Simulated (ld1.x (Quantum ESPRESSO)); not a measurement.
## In (Z = 49), TM: configuration errors across variants

indium (In), norm-conserving Troullier–Martins (Kleinman–Bylander form), made with ld1.x (Quantum ESPRESSO) 7.5 (LDA (PZ), fully relativistic). Core [Kr], reference 4d10 5s2 5p0 (charge +1). Waves: 5p (bound, empty): rc 1.85 bohr; 4d (bound): rc 1.65 bohr; 5s (bound): rc 2.20 bohr. Local part: the s channel. Core correction: none.

Open shells are filled in proportion to 2j + 1 (rel_dist='average').

All-electron excitation energies from the reference (eV): (1) 4d10 5s2 5p1 -5.606; (2) 4d10 5s1 5p0 19.661; (3) 4d10 5s0 5p0 48.401; (4) 4d10 5s1 5p1 6.681; (5) 4d9 5s2 5p1 19.610; (6) 4d9 5s2 5p2 12.576; (7) 4d10 5s2 5p0.5 -3.555.

A true bound ghost makes a file unfit for plane-wave use even where its test errors are small: the radial tests pick states by their node count and pass the ghost by.

Errors AE − PS in meV (a dash: test not solved or not reliable):

```csv
change,(1),(2),(3),(4),(5),(6),(7),bound ghosts
base,+1.3,+2.9,+13,+0.2,-199,-210,+0.4,"p1/2, p3/2"
wave 5p (bound): rc 1.85 bohr becomes 5p (bound): rc 1.18 bohr,+350,+2.9,+13,+508,+316,+693,–,"p1/2, p3/2"
wave 5p (bound): rc 1.85 bohr becomes 5p (bound): rc 1.50 bohr,+3.5,+2.9,+13,-0.9,-151,-119,+1.3,"p3/2, p1/2"
wave 5p (bound): rc 1.85 bohr becomes 5p (bound): rc 1.80 bohr,+1.4,–,+13,-0.2,-190,-196,+0.4,"p1/2, p3/2"
wave 5p (bound): rc 1.85 bohr becomes 5p (bound): rc 2.20 bohr,+0.6,+2.9,+13,+0.1,-244,-281,+0.1,none
wave 5p (bound): rc 1.85 bohr becomes 5p (bound): rc 2.76 bohr,+0.5,+2.9,+13,+0.4,-245,-283,+0.1,none
```

Problem. Give the same row for: wave 5p (bound): rc 1.85 bohr becomes 5p (bound): rc 2.38 bohr.

Solution. –, +2.9, +13, -0.3, -251, -292, +0.1; bound ghosts: none.
